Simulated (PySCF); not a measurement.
Can point charges reproduce the dipole moment of `CC[C@](F)([SiH2]F)C(=O)OC`?

Coordinates (GFN2-xTB, Å) and charges (e) from the PBE0/pcSseg-1 density (PySCF):

```
atom       x       y       z  Mulliken      IAO  Hirshfeld  ESP-fitted
  C1  -1.301   1.404  -1.298   -0.2625  -0.4224    -0.1205     -0.4017
  C2  -1.549   0.721   0.043   -0.2289  -0.2581    -0.0735     +0.2458
  C3  -0.615  -0.473   0.259   -0.1616  -0.0097    +0.0078     -0.1794
  F4  -0.869  -1.423  -0.728   -0.3195  -0.3179    -0.1036     -0.2163
 Si5  -0.867  -1.315   1.977   +0.9712  +1.0981    +0.4272     +0.6701
  F6  -2.462  -1.402   2.170   -0.4256  -0.5374    -0.1985     -0.3162
  C7   0.823  -0.041   0.178   +0.4657  +0.4963    +0.1967     +0.7805
  O8   1.313   0.720   0.979   -0.4188  -0.4840    -0.2545     -0.5661
  O9   1.489  -0.612  -0.816   -0.4319  -0.3150    -0.0944     -0.3301
 C10   2.868  -0.287  -0.920   -0.0323  -0.2143    -0.0314     -0.2414
 H11  -1.370   0.681  -2.108   +0.1295  +0.1524    +0.0384     +0.1139
 H12  -2.041   2.184  -1.464   +0.1254  +0.1492    +0.0476     +0.0981
 H13  -0.312   1.856  -1.319   +0.1220  +0.1383    +0.0359     +0.1124
 H14  -1.389   1.426   0.860   +0.1409  +0.1532    +0.0475     -0.0200
 H15  -2.578   0.360   0.090   +0.1442  +0.1540    +0.0453     +0.0248
 H16  -0.390  -2.684   1.901   -0.1019  -0.1295    -0.0653     -0.0976
 H17  -0.385  -0.470   3.049   -0.0910  -0.1279    -0.0639     -0.1097
 H18   2.996   0.791  -1.031   +0.1219  +0.1541    +0.0497     +0.1388
 H19   3.235  -0.810  -1.800   +0.1335  +0.1677    +0.0596     +0.1620
 H20   3.400  -0.615  -0.025   +0.1197  +0.1528    +0.0497     +0.1321
```

Task: What dipole does each set of charges give (1 e·Å = 4.803 D), and what does the density give?

Result: The full density gives (1.84, 0.41, -0.68) D, 2.01 D in size; dipole vectors point from the negative to the positive end.

| scheme | μx | μy | μz | size (D) | share of the full size (%) | angle to the full dipole (°) |
| --- | --- | --- | --- | --- | --- | --- |
| Mulliken | 2.96 | 1.65 | 1.20 | 3.59 | 179 | 43 |
| IAO | 3.60 | 0.64 | 0.78 | 3.74 | 186 | 32 |
| Hirshfeld | 1.38 | -0.19 | -0.46 | 1.47 | 73 | 19 |
| ESP-fitted | 1.90 | 0.44 | -0.71 | 2.07 | 103 | 1 |

Task: Which set comes closest?

Result: Length of the difference vector: ESP-fitted 0.07 D, Hirshfeld 0.79 D, IAO 2.30 D, Mulliken 2.51 D. Closest: ESP-fitted. The schemes that divide the density aren't constrained to reproduce the dipole.

Task: What is left for the Hirshfeld atoms' own dipoles?

Result: The shares of the density sum to the whole, so what Σ q r misses lies in dipoles about the nuclei. The atomic dipoles sum to (1.84, 0.41, -0.68) − (1.38, -0.19, -0.46) = (0.46, 0.60, -0.22) D, 0.79 D in size.

Task: With the origin at the mean of the coordinates, (0.000, 0.001, 0.000) Å, which are the largest single terms, by size, of the Hirshfeld dipole along the direction of the full one?

Result: Si5 -3.56, F6 +3.13, O8 -1.25, H19 +0.98, H18 +0.78 D; all 20 atoms together +1.39 D. The single terms depend on the origin, their sum doesn't.

Task: Give the size of the full dipole in other units.

Result: 2.01 D = 0.789 au = 0.418 e·Å = 6.69 × 10⁻³⁰ C·m.

The structure is a single GFN2-xTB conformer in the gas phase; no vibrational or solvent corrections.

The values belong to the conformer `[CH3:1][CH2:2][C@:3]([F:4])([SiH2:5][F:6])[C:7](=[O:8])[O:9][CH3:10]`: C1–C2–C3–F4 -62°, C2–C3–Si5–F6 44°, C2–C3–C7–O8 65°, C3–C7–O9–C10 -178°.
